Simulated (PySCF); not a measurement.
**Radial density of Ru (ruthenium, neutral)**

UHF, [Kr] 4d7 5s1, high-spin 5F determinant. Computed with PySCF 2.14 in aug-cc-pVTZ-DK, with the spin-free X2C one-electron Hamiltonian (Gaussian nucleus).

```csv
r (bohr),4πr²ρ (e/bohr),4πr²(ρα − ρβ)
0.0281,54.59,-0.0005
0.0473,47.25,-0.0029
0.0796,63.19,0.0290
0.134,62.41,0.1862
0.225,45.58,0.4408
0.379,49.98,0.1653
0.637,15.10,0.3343
1.07,13.76,1.9514
1.80,4.845,1.5406
3.03,0.9677,0.5789
5.10,0.1432,0.1229
8.58,0.004856,0.0047
```

Densities and radii are taken from the X2C orbitals without a picture-change correction, which distorts them close to the nucleus.

Problem. Where is the radial spin density 4πr²(ρα − ρβ) most negative, and why is it negative at all?

Solution. Around r = 0.0473 bohr, down to -0.0029 e/bohr: exchange with the open shell polarises the paired shells in an unrestricted calculation.
